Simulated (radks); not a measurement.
The numbers below are computed, except where a source is named.
Task: The mean radii <r> (bohr) of the occupied orbitals of an atom or ion are listed with their occupations. Level of theory: Dirac Kohn-Sham, PBE, spin-unpolarised, spherical densities, finite nucleus; Fermi nuclear charge, rms radius of each element as measured or else 0.836 A^(1/3) + 0.57 fm (a radial shooting solver on a logarithmic mesh with Libxc functionals).

orbital  occ.      <r>
1s1/2       2  0.02507
2s1/2       2   0.1070
2p1/2       2  0.08988
2p3/2       4  0.09598
3s1/2       2   0.2845
3p1/2       2   0.2743
3p3/2       4   0.2863
3d3/2       4   0.2572
3d5/2       6   0.2610
4s1/2       2   0.6449
4p1/2       2   0.6616
4p3/2       3   0.6860
4d3/2       4   0.7274
4d5/2       6   0.7352

Name the element and its charge.

Result: Z = 57, lanthanum, charge +12: La12+ in [Ar] 3d10 4s2 4p(1/2: 2, 3/2: 3) 4d10. The 1s radius gives Z: for a bare nucleus <r> = (2 gamma + 1)/(2Z) with gamma = sqrt(1 - (Z/c)^2), 0.02473 bohr for Z = 57, and screening makes it slightly larger (0.02507 here). The occupations add up to 45, and the charge is Z minus that.
